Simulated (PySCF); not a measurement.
## Diatomic cations of B with group 15

r²SCAN with double-zeta basis sets in PySCF, for the lowest determinant that a PBE0 search found; no spin–orbit coupling. De refers to high-spin ground-configuration atoms (the charge goes to the atom of lower measured ionisation energy or higher electron affinity, which is not always the lowest computed limit). A positive dipole points towards B; it is taken about the centre of mass and depends on that origin.

```json
{"M": "N", "basis": "aug-pcseg-1", "charged atom": "B+", "state (unpaired electrons)": "quartet (σ ↑, π ↑↑)", "Re (Å)": "1.445", "ωe (cm⁻¹)": "1130", "De (eV)": "2.32", "μ (D)": "2.84"}
{"M": "P", "basis": "jorge-DZP-DKH", "charged atom": "B+", "state (unpaired electrons)": "quartet (σ ↑, π ↑↑)", "Re (Å)": "1.866", "ωe (cm⁻¹)": "768", "De (eV)": "3.06", "μ (D)": "1.76"}
{"M": "As", "basis": "jorge-DZP-DKH", "charged atom": "B+", "state (unpaired electrons)": "quartet (σ ↑, π ↑↑)", "Re (Å)": "1.957", "ωe (cm⁻¹)": "645", "De (eV)": "3.08", "μ (D)": "2.73"}
{"M": "Sb", "basis": "cc-pVDZ/cc-pVDZ-PP", "charged atom": "B+", "state (unpaired electrons)": "quartet (σ ↑, π ↑↑)", "Re (Å)": "2.189", "ωe (cm⁻¹)": "544", "De (eV)": "3.15", "μ (D)": "2.18"}
{"M": "Bi", "basis": "aug-cc-pVDZ-PP/aug-cc-pVDZ", "charged atom": "Bi+", "state (unpaired electrons)": "quartet (σ ↑, π ↑↑)", "Re (Å)": "2.289", "ωe (cm⁻¹)": "485", "De (eV)": "n/a", "μ (D)": "2.10"}
```

(1) By what factor does the well depth vary along the series?

The rows differ in basis set, which adds steps of its own.

Down a group the atoms grow and get heavier, so bonds lengthen and wavenumbers fall; this series shows no clear exception.

These are scalar-relativistic numbers at best; spin–orbit coupling would shift them, the dissociation energy most. For an ion De counts to the pair picked by the measured ionisation energies or electron affinities, which need not be the lowest pair at this level. States were picked by a PBE0 search and need not be the measured ground states.

Results:

(1) At r²SCAN it runs from 2.32 eV (BN⁺) to 3.15 eV (BSb⁺), a factor of 1.36.
